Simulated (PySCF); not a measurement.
**How methods differ on the excitation energy of Hf**

Hf [Xe] 4f14 5d2 6s2 (3F) → Hf [Xe] 4f14 5d1 6s2 6p1 (high-spin determinant), as a difference of total energies. Calculation: PySCF 2.14, in ANO-RCC-VTZP; the spin-free X2C one-electron Hamiltonian (Gaussian nucleus). Correlated levels: valence and next inner shell: [Kr] 4d10 4f14 frozen. The calculations carry no spin-orbit coupling.

```json
{"method": "UHF", "excitation energy (eV)": "1.859"}
{"method": "MP2 (valence and next inner shell)", "excitation energy (eV)": "2.252"}
{"method": "SCS-MP2 (valence and next inner shell)", "excitation energy (eV)": "2.171"}
{"method": "CCSD (valence and next inner shell)", "excitation energy (eV)": "1.959"}
{"method": "CCSD(T) (valence and next inner shell)", "excitation energy (eV)": "1.879"}
```

Task: How much does correlation contribute at CCSD(T) (valence and next inner shell)?

Result: 1.879 − (1.859) = 0.020 eV, measured against UHF.

A first-order spin-orbit estimate (lowest level to lowest level, LS coupling) adds -0.166 eV.

The basis was made for the ground configuration and has no added diffuse functions, so the excitation energy can come out too high.

The coupled-cluster amplitudes are large for the upper state (T1 above 0.03 or a double amplitude above 0.15), so a single reference is strained.

The determinant of the upper state mixes LS terms, which raises its energy above the lowest term, most at the Hartree-Fock and MP2 levels.
